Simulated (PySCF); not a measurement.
Hg, quintet (a higher spin typed on purpose: for a closed-shell molecule this is an excited state) (core potentials on Hg); PBE0/def2-SVP run with PySCF.

The PySCF input:
```python
from pyscf import gto, scf, dft

mol = gto.Mole()
mol.atom = '''
    Hg    0.00000000    0.00000000    0.00000000
'''
mol.basis = 'def2-svp'
mol.ecp = {'Hg': 'def2-svp'}
mol.spin = 4
mol.verbose = 4
mol.build()

mf = dft.UKS(mol)
mf.xc = 'pbe0'
mf.kernel()
mf.analyze()
```

It wrote (shortened):

```
PySCF version 2.14.0

[INPUT] verbose = 4
[INPUT] num. atoms = 1
[INPUT] num. electrons = 20
[INPUT] charge = 0
[INPUT] spin (= nelec alpha-beta = 2S) = 4
[INPUT] symmetry False subgroup None
[INPUT] Mole.unit = angstrom
[INPUT] Symbol           X                Y                Z      unit          X                Y                Z       unit  Magmom
[INPUT]  1 Hg     0.000000000000   0.000000000000   0.000000000000 AA    0.000000000000   0.000000000000   0.000000000000 Bohr   0.0

nuclear repulsion = 0
number of shells = 12
number of NR pGTOs = 57
number of NR cGTOs = 32
basis = def2-svp
ecp = {'Hg': 'def2-svp'}

******** <class 'pyscf.dft.uks.UKS'> ********
method = UKS
initial guess = minao
damping factor = 0
level_shift factor = 0
DIIS = <class 'pyscf.scf.diis.CDIIS'>
diis_start_cycle = 1
diis_space = 8
diis_damp = 0
SCF conv_tol = 1e-09
SCF conv_tol_grad = None
SCF max_cycles = 50
direct_scf = True
direct_scf_tol = 1e-13
number electrons alpha = 12  beta = 8
XC library pyscf.dft.libxc version 7.1.2
    S. Lehtola, C. Steigemann, M. J. T. Oliveira, and M. A. L. Marques,  SoftwareX 7, 1–5 (2018)
XC functionals = pbe0
    C. Adamo and V. Barone,  J. Chem. Phys. 110, 6158 (1999)
    M. Ernzerhof and G. E. Scuseria,  J. Chem. Phys. 110, 5029 (1999)
radial grids:
    Treutler-Ahlrichs [JCP 102, 346 (1995); DOI:10.1063/1.469408] (M4) radial grids

becke partition: Becke, JCP 88, 2547 (1988); DOI:10.1063/1.454033
pruning grids: <function nwchem_prune>
grids dens level: 3
symmetrized grids: False
atomic radii adjust function: <function treutler_atomic_radii_adjust>
small_rho_cutoff = 0
Set gradient conv threshold to 3.16228e-05
tot grids = 23744
init E= -141.768136038343

cycle= 1 E= -152.665959963177  delta_E= -10.9  |g|= 0.708  |ddm|= 11.6

cycle= 2 E= -152.792983978428  delta_E= -0.127  |g|= 0.561  |ddm|= 2.26

cycle= 3 E= -152.919029267449  delta_E= -0.126  |g|= 0.0079  |ddm|= 0.735

cycle= 4 E= -152.919252439246  delta_E= -0.000223  |g|= 0.00357  |ddm|= 0.053

cycle= 5 E= -152.919413123324  delta_E= -0.000161  |g|= 0.00263  |ddm|= 0.0538

cycle= 6 E= -152.919559137457  delta_E= -0.000146  |g|= 0.00114  |ddm|= 0.0889

cycle= 7 E= -152.9195776235  delta_E= -1.85e-05  |g|= 0.000868  |ddm|= 0.023

cycle= 8 E= -152.919592900182  delta_E= -1.53e-05  |g|= 0.000702  |ddm|= 0.0175

cycle= 9 E= -152.919616171762  delta_E= -2.33e-05  |g|= 0.000316  |ddm|= 0.0402

cycle= 10 E= -152.919620353605  delta_E= -4.18e-06  |g|= 0.000127  |ddm|= 0.0207

cycle= 11 E= -152.919620613834  delta_E= -2.6e-07  |g|= 4.23e-05  |ddm|= 0.00578

cycle= 12 E= -152.91962061912  delta_E= -5.29e-09  |g|= 2.03e-05  |ddm|= 0.000461

cycle= 13 E= -152.919620624362  delta_E= -5.24e-09  |g|= 1.82e-05  |ddm|= 0.000281

cycle= 14 E= -152.919620632191  delta_E= -7.83e-09  |g|= 1.4e-05  |ddm|= 0.000492

cycle= 15 E= -152.919620634806  delta_E= -2.62e-09  |g|= 1.39e-05  |ddm|= 0.00015

cycle= 16 E= -152.919620636569  delta_E= -1.76e-09  |g|= 1.38e-05  |ddm|= 9.06e-05

cycle= 17 E= -152.919620649154  delta_E= -1.26e-08  |g|= 1.38e-05  |ddm|= 0.000649

cycle= 18 E= -152.919620820565  delta_E= -1.71e-07  |g|= 1.35e-05  |ddm|= 0.00926

cycle= 19 E= -152.919620838441  delta_E= -1.79e-08  |g|= 1.32e-05  |ddm|= 0.00103

cycle= 20 E= -152.919620886699  delta_E= -4.83e-08  |g|= 1.29e-05  |ddm|= 0.00282

cycle= 21 E= -152.919621167942  delta_E= -2.81e-07  |g|= 1.08e-05  |ddm|= 0.0184

cycle= 22 E= -152.919621520278  delta_E= -3.52e-07  |g|= 8.2e-05  |ddm|= 0.035

cycle= 23 E= -152.9196215959  delta_E= -7.56e-08  |g|= 0.000292  |ddm|= 0.0283

cycle= 24 E= -152.919621595787  delta_E= 1.13e-10  |g|= 0.000294  |ddm|= 0.000194

cycle= 25 E= -152.919621595872  delta_E= -8.52e-11  |g|= 0.000295  |ddm|= 0.000584

cycle= 26 E= -152.919621544156  delta_E= 5.17e-08  |g|= 0.000103  |ddm|= 0.025

cycle= 27 E= -152.919621541747  delta_E= 2.41e-09  |g|= 8.68e-05  |ddm|= 0.000606

cycle= 28 E= -152.919621547855  delta_E= -6.11e-09  |g|= 9.36e-05  |ddm|= 0.00116

cycle= 29 E= -152.919621498413  delta_E= 4.94e-08  |g|= 1.62e-05  |ddm|= 0.00804

cycle= 30 E= -152.919621528835  delta_E= -3.04e-08  |g|= 5.12e-06  |ddm|= 0.00436

cycle= 31 E= -152.919621550425  delta_E= -2.16e-08  |g|= 7.66e-06  |ddm|= 0.00358

cycle= 32 E= -152.919621574574  delta_E= -2.41e-08  |g|= 6.03e-06  |ddm|= 0.00465

cycle= 33 E= -152.919621621988  delta_E= -4.74e-08  |g|= 1.46e-05  |ddm|= 0.0151

cycle= 34 E= -152.919621626813  delta_E= -4.82e-09  |g|= 2.26e-06  |ddm|= 0.00407

cycle= 35 E= -152.919621628121  delta_E= -1.31e-09  |g|= 1.96e-06  |ddm|= 0.003

cycle= 36 E= -152.919621628158  delta_E= -3.76e-11  |g|= 1.46e-06  |ddm|= 0.000262

Extra cycle  E= -152.91962162817  delta_E= -1.12e-11  |g|= 9.06e-07  |ddm|= 1.03e-05
converged SCF energy = -152.91962162817  <S^2> = 6.001407  2S+1 = 5.0005628
**** SCF Summaries ****
Total Energy =                        -152.919621628169580
Nuclear Repulsion Energy =               0.000000000000000
One-electron Energy =                 -264.607985129598148
Two-electron Energy =                  111.688363501428555
Two-electron Coulomb Energy =          125.300172523984486
DFT Exchange-Correlation Energy =      -13.611809022555935
**** MO energy ****
                             alpha | beta                alpha | beta
MO #1   energy= -4.80077356406989  | -4.7564018434782   occ= 1 | 1
MO #2   energy= -2.93671750541512  | -2.86963966021024  occ= 1 | 1
MO #3   energy= -2.93671446338663  | -2.86963912041829  occ= 1 | 1
MO #4   energy= -2.88276411051939  | -2.86681572665707  occ= 1 | 1
MO #5   energy= -0.754036225906703 | -0.680010116721441 occ= 1 | 1
MO #6   energy= -0.714575035382061 | -0.66103779481771  occ= 1 | 1
MO #7   energy= -0.699389616440421 | -0.661036223865113 occ= 1 | 1
MO #8   energy= -0.699388560247925 | -0.653729340731766 occ= 1 | 1
MO #9   energy= -0.694530843002567 | -0.504579158428688 occ= 1 | 0
MO #10  energy= -0.473114072412698 | -0.306990895901702 occ= 1 | 0
MO #11  energy= -0.165987147857177 | -0.0418183180443341 occ= 1 | 0
MO #12  energy= -0.165986570135634 | -0.0294876475410777 occ= 1 | 0
MO #13  energy= -0.0961074506819166 | -0.0294875140275069 occ= 0 | 0
MO #14  energy= 0.0647528953003089 | 0.133971177613138  occ= 0 | 0
MO #15  energy= 0.327554275873644  | 0.403812542818822  occ= 0 | 0
MO #16  energy= 0.337634761924807  | 0.403813074094391  occ= 0 | 0
MO #17  energy= 0.349992330389518  | 0.404884210577156  occ= 0 | 0
MO #18  energy= 0.349992766761112  | 0.406644571828105  occ= 0 | 0
MO #19  energy= 0.358890267802299  | 0.419731516319468  occ= 0 | 0
MO #20  energy= 0.63085788415547   | 0.708331677754669  occ= 0 | 0

spin_pop of  0 Hg 5s        0.00207
spin_pop of  0 Hg 6s        0.96303
spin_pop of  0 Hg 7s        0.02383
spin_pop of  0 Hg 8s        0.00037
spin_pop of  0 Hg 9s        0.00028
spin_pop of  0 Hg 10s        0.00909
spin_pop of  0 Hg 5px       0.00315
spin_pop of  0 Hg 5py       0.00314
spin_pop of  0 Hg 5pz       0.00189
spin_pop of  0 Hg 6px       0.38602
spin_pop of  0 Hg 6py       0.38535
spin_pop of  0 Hg 6pz       0.00063
spin_pop of  0 Hg 7px       0.60808
spin_pop of  0 Hg 7py       0.60702
spin_pop of  0 Hg 7pz       0.00468
spin_pop of  0 Hg 5dxy     -0.00833
spin_pop of  0 Hg 5dyz     -0.00816
spin_pop of  0 Hg 5dz^2     0.65779
spin_pop of  0 Hg 5dxz      0.09697
spin_pop of  0 Hg 5dx2-y2   -0.01099
spin_pop of  0 Hg 6dxy      0.00963
spin_pop of  0 Hg 6dyz      0.01363
spin_pop of  0 Hg 6dz^2     0.19100
spin_pop of  0 Hg 6dxz      0.04702
spin_pop of  0 Hg 6dx2-y2    0.01277
spin_pop of  0 Hg 5f-3     -0.00000
spin_pop of  0 Hg 5f-2      0.00003
spin_pop of  0 Hg 5f-1      0.00002
spin_pop of  0 Hg 5f+0      0.00003
spin_pop of  0 Hg 5f+1      0.00000
spin_pop of  0 Hg 5f+2     -0.00002
spin_pop of  0 Hg 5f+3     -0.00002
In total            12.00000 | 8.00000
Dipole moment(X, Y, Z, Debye):  0.00000, -0.00000, -0.00000
```
